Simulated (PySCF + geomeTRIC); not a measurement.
Calculation: BP86-D3(BJ)/def2-SVP (PySCF + geomeTRIC). fastk is a local helper that only speeds up exchange builds. No frequencies were computed at this level.

```python
import json, numpy as np
from pyscf import gto, dft
from fastk import lowrank_exchange
atoms = """
Hf    -0.000106    -0.000244     0.000296
Cl    -1.060783     1.932860     0.413144
Cl    -0.772263    -1.587273     1.383717
Cl    -0.369336    -0.616252    -2.125087
Cl     2.202490     0.270906     0.327933
"""
def scf(charge, spin, dm0=None):
    mol = gto.M(atom=atoms, basis='def2-svp', ecp={'Hf': 'def2-svp'}, charge=charge, spin=spin, verbose=3, max_memory=10080)
    mf = dft.KS(mol, xc='bp86').density_fit(auxbasis="def2-universal-jkfit")
    mf.disp = 'd3bj'
    mf.grids.level = 3
    mf.conv_tol = 1e-8
    mf.max_cycle = 120
    mf.level_shift = 0.25
    mf.kernel(dm0)
    if not mf.converged:
        mf = mf.newton().run(mf.mo_coeff, mf.mo_occ).undo_soscf()
    return mf
mf = scf(0, 0)
from pyscf.geomopt.geometric_solver import kernel as optimize
path = []
done, mol = optimize(mf, maxsteps=120, assert_convergence=False, callback=lambda env: path.append((env["energy"], bool(env["g_scanner"].converged))))
res = dict(converged=bool(done and path[-1][1]), energy=path[-1][0], path=[e for e, c in path], xyz=mol.atom_coords(unit="Angstrom").tolist(), nao=mol.nao)
json.dump(res, open("result.json", "w"))
```

Output:

```
converged SCF energy = -1888.82838632301
Geometry optimization cycle 1
converged SCF energy = -1888.82838631788
cycle 1: E = -1888.82838632  dE = -1888.83  norm(grad) = 0.0785944
Geometry optimization cycle 2
converged SCF energy = -1888.84062006622
cycle 2: E = -1888.84062007  dE = -0.0122337  norm(grad) = 0.018361
Geometry optimization cycle 3
converged SCF energy = -1888.84157955917
cycle 3: E = -1888.84157956  dE = -0.000959493  norm(grad) = 0.00332806
Geometry optimization cycle 4
converged SCF energy = -1888.84160957394
cycle 4: E = -1888.84160957  dE = -3.00148e-05  norm(grad) = 0.000214761
Geometry optimization cycle 5
converged SCF energy = -1888.84160968309
cycle 5: E = -1888.84160968  dE = -1.09151e-07  norm(grad) = 8.82568e-05
<class 'geometric.internal.Distance'> : 4
<class 'geometric.internal.Angle'> : 6
<class 'geometric.internal.TranslationX'> : 1
<class 'geometric.internal.TranslationY'> : 1
<class 'geometric.internal.TranslationZ'> : 1
<class 'geometric.internal.RotationA'> : 1
<class 'geometric.internal.RotationB'> : 1
<class 'geometric.internal.RotationC'> : 1
Step    0 : Gradient = 3.515e-02/3.962e-02 (rms/max) Energy = -1888.8283863179
Step    1 : Displace = 1.097e-01/1.233e-01 (rms/max) Trust = 1.000e-01 (=) Grad = 8.211e-03/9.232e-03 (rms/max) E (change) = -1888.8406200662 (-1.223e-02) Quality = 0.671
Step    2 : Displace = 2.079e-02/2.356e-02 (rms/max) Trust = 1.000e-01 (=) Grad = 1.488e-03/1.688e-03 (rms/max) E (change) = -1888.8415795592 (-9.595e-04) Quality = 1.190
Step    3 : Displace = 4.631e-03/5.450e-03 (rms/max) Trust = 1.414e-01 (+) Grad = 9.604e-05/1.090e-04 (rms/max) E (change) = -1888.8416095739 (-3.001e-05) Quality = 0.917
Step    4 : Displace = 3.194e-04/3.726e-04 (rms/max) Trust = 2.000e-01 (+) Grad = 3.947e-05/5.111e-05 (rms/max) E (change) = -1888.8416096831 (-1.092e-07) Quality = 0.325
Converged! =D
```

Cost: around 60 core-seconds (rough).
